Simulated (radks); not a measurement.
Neutral gold, configuration [Xe] 4f14 5d10 6s1 (the NIST ground configuration).

Method: non-relativistic Kohn-Sham, exchange-only B88, spin-polarised, spherical densities, point nucleus; open shells are filled with parallel spins first (spin-orbit coupling, left out, can overturn this in heavy ions); relativity is left out, which matters for an element this heavy; computed with a radial shooting solver on a logarithmic mesh with Libxc functionals.

Energy parts (hartree):
| part | energy |
|---|---|
| total | -17865.6923 |
| kinetic | 17865.6923 |
| electron-nucleus | -42561.5916 |
| Hartree | 7168.5910 |
| exchange | -338.3840 |

Orbitals (lengths in bohr, moments of r in powers of bohr; r(90%) holds 90 % of the orbital's charge):
\begin{tabular}{lrrrr}
orbital & occ. & eigenvalue (hartree) & <1/r> & r(90%) \\ \hline
1s up & 1 & -2685.595 & 78.45 & 0.0341 \\
1s down & 1 & -2685.595 & 78.45 & 0.0341 \\
2s down & 1 & -448.1356 & 18.46 & 0.124 \\
2s up & 1 & -448.1354 & 18.46 & 0.124 \\
2p down & 3 & -430.8533 & 18.50 & 0.110 \\
2p up & 3 & -430.8532 & 18.50 & 0.110 \\
3s up & 1 & -104.8428 & 7.152 & 0.297 \\
3s down & 1 & -104.8427 & 7.152 & 0.297 \\
3p up & 3 & -96.69195 & 7.108 & 0.289 \\
3p down & 3 & -96.69189 & 7.108 & 0.289 \\
3d down & 5 & -81.47738 & 7.040 & 0.262 \\
3d up & 5 & -81.47732 & 7.040 & 0.262 \\
4s up & 1 & -22.06973 & 3.126 & 0.642 \\
4s down & 1 & -22.06961 & 3.126 & 0.642 \\
4p up & 3 & -18.55420 & 3.038 & 0.655 \\
4p down & 3 & -18.55409 & 3.038 & 0.655 \\
4d up & 5 & -12.08976 & 2.856 & 0.686 \\
4d down & 5 & -12.08967 & 2.856 & 0.686 \\
4f up & 7 & -3.42944 & 2.508 & 0.778 \\
4f down & 7 & -3.42940 & 2.508 & 0.778 \\
5s down & 1 & -3.06840 & 1.293 & 1.47 \\
5s up & 1 & -3.06732 & 1.293 & 1.47 \\
5p down & 3 & -1.95614 & 1.177 & 1.63 \\
5p up & 3 & -1.95562 & 1.177 & 1.63 \\
5d up & 5 & -0.26376 & 0.8337 & 2.55 \\
5d down & 5 & -0.25579 & 0.8459 & 2.48 \\
6s up & 1 & -0.14586 & 0.3664 & 5.24 \\
6s down & 0 & -0.10769 & 0.3681 & 5.36 \\
\end{tabular}

The highest occupied level is 6s up at -3.969 eV. The electron density at the nucleus is 3.539e+05 e/bohr^3. The spin density at the nucleus is 11.79 e/bohr^3 (1s 0.03, 2s 0.02, 3s 0.01, 4s -0.02, 5s -0.01, 6s 11.76).
